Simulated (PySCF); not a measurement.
H5OSi2, SMILES [SiH2]O[SiH3] (connectivity only; charge and spin as stated), charge +1, multiplicity 1.

Geometry optimised at B3LYP-D3(BJ)/def2-TZVP. The spin state was assumed, not searched. The isomer is the one that the SMILES or the coordinates give; other isomers of the formula were not compared.

Method: TDA-LC-ωPBE/def2-SVPD run with PySCF.

Vertical excitations. The molecule is in vacuum.

### Question
Estimate the UV-visible absorptions. (The exact figures need the calculation; the answer reports its results.)

### Answer

| state | energy (eV) | λ (nm) | f | main pairs |
|---|---|---|---|---|
| S1 | 5.53 | 224 | 0.000 | HOMO→LUMO 53 %, HOMO−2→LUMO 46 % |
| S2 | 7.03 | 176 | 0.144 | HOMO−1→LUMO 92 % |
| S3 | 7.31 | 169 | 0.001 | HOMO−2→LUMO 44 %, HOMO→LUMO 35 %, HOMO−5→LUMO 20 % |
| S4 | 8.03 | 154 | 0.000 | HOMO→LUMO+1 73 %, HOMO→LUMO+4 12 % |
| S5 | 8.27 | 150 | 0.002 | HOMO−1→LUMO+1 68 %, HOMO−1→LUMO+4 19 % |
| S6 | 8.71 | 142 | 0.001 | HOMO−5→LUMO 77 % |
| S7 | 9.09 | 136 | 0.056 | HOMO−3→LUMO 86 % |
| S8 | 9.16 | 135 | 0.031 | HOMO−2→LUMO+1 53 %, HOMO→LUMO+4 27 % |
| S9 | 9.22 | 135 | 0.026 | HOMO−4→LUMO 77 %, HOMO−6→LUMO 17 % |
| S10 | 9.80 | 127 | 0.190 | HOMO→LUMO+2 66 %, HOMO−2→LUMO+2 21 % |
| T1 | 5.07 | 244 | 0 | HOMO−2→LUMO 57 %, HOMO→LUMO 40 % |
| T2 | 5.97 | 208 | 0 | HOMO−1→LUMO 61 %, HOMO−3→LUMO 36 % |
| T3 | 6.88 | 180 | 0 | HOMO→LUMO 40 %, HOMO−5→LUMO 35 %, HOMO−2→LUMO 23 % |
| T4 | 7.37 | 168 | 0 | HOMO→LUMO+1 65 %, HOMO→LUMO+4 15 % |
Triplets are in the Tamm–Dancoff approximation.
